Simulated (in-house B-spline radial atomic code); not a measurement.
A fraction x of an electron is removed from 4p in the germanium ion Ge⁺, starting from [Ar] 3d10 4s2 4p1 and keeping the highest spin. Computed with a B-spline radial code for spherical atoms: non-relativistic Hartree-Fock with fractional occupations, spin-polarised, spherical fractional occupations, point nucleus.

Caution: exact exchange at fractional occupations of open shells leaves self-interaction of up to several eV.

| x | E(x) - E(0) (eV) | 4p up level (eV) |
| --- | --- | --- |
| 0 | 0.0000 | -9.956 |
| 0.03 | 0.3008 | -10.099 |
| 0.21 | 2.1964 | -10.966 |
| 0.34 | 3.6632 | -11.602 |
| 0.38 | 4.1312 | -11.799 |
| 0.5 | 5.5829 | -12.396 |
| 0.74 | 8.7031 | -13.610 |
| 0.75 | 8.8395 | -13.661 |
| 0.95 | 11.6747 | -14.694 |
| 1 | 12.4159 | - |

The exact functional would give a straight line between the two integer points. Deviations E(x) - E(0) - x[E(1) - E(0)], in eV: -0.072 at x = 0.03, -0.411 at x = 0.21, -0.558 at x = 0.34, -0.587 at x = 0.38, -0.625 at x = 0.5, -0.485 at x = 0.74, -0.472 at x = 0.75, -0.12 at x = 0.95.

The curve lies below the straight line by up to 0.625 eV (at x = 0.5): with spherically averaged exact exchange in an open shell, this holds the self-interaction named above.

How well does Slater's transition state (minus the level at half occupation) give the ionisation energy?

It gives 12.396 eV against 12.416 eV from the two total energies; NIST lists 15.93 eV, ground level to ground level. The end point has an open shell averaged over its orbitals, so its exact exchange keeps a self-interaction and this is no true integer point.
